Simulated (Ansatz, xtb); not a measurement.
**BF4HSi: where a starting geometry ends**

The starting geometry of this gas-phase singlet has its atoms placed at random.

```tsv
atom	x (Å)	y (Å)	z (Å)
B	1.1121	-1.3491	1.0117
F	1.1876	-1.1435	-1.2873
F	-1.6702	0.1507	-0.7708
F	-1.7035	-0.8502	0.3633
F	0.6733	-0.2618	0.1680
Si	-0.4314	-1.2441	-1.1689
H	-1.8583	-0.6456	-0.9168
```

Task: Guess where an optimisation with r2SCAN-D4/def2-SVP ends from this start.

Result: It loosens into F2Si + BF + FH, which stay close as a complex. Distances that change by over a tenth: B1–F5 (1.44 → 1.28 Å), F3–H7 (0.83 → 0.94 Å), F5–Si6 (1.99 → 3.56 Å). Contacts that open: F3–Si6 (1.91 → 2.32 Å), Si6–H7 (1.57 → 2.54 Å). Contacts that close: F4–Si6 (2.03 → 1.67 Å).

The energy falls by 12.94 eV over 19 steps:

```
step  E − E(last) (eV)
   1            12.942
   3             3.278
   5             1.206
   7             0.154
   9             0.044
  11             0.027
  13             0.024
  15             0.011
  17             0.000
  19             0.000
```

Final geometry (Å):

```
atom    x (Å)    y (Å)    z (Å)
   B   1.2380  -0.7866   1.2751
   F   0.6700  -1.3654  -1.5549
   F  -1.4609   0.3172  -1.1909
   F  -1.2427  -1.9162  -0.0791
   F   0.4267   0.1391   0.9266
  Si  -0.8841  -1.8727  -1.7078
   H  -1.4374   0.1411  -0.2698
```

From the same start GFN2-xTB ends elsewhere, in pieces: BF3Si + FH.

From so rough a start the end depends on the optimiser's path, so another program may land elsewhere. The end wasn't checked by frequencies. Run with Ansatz 0.2.0, 2.5 min on 1 thread of AMD EPYC (Zen 3), with other jobs on the host.
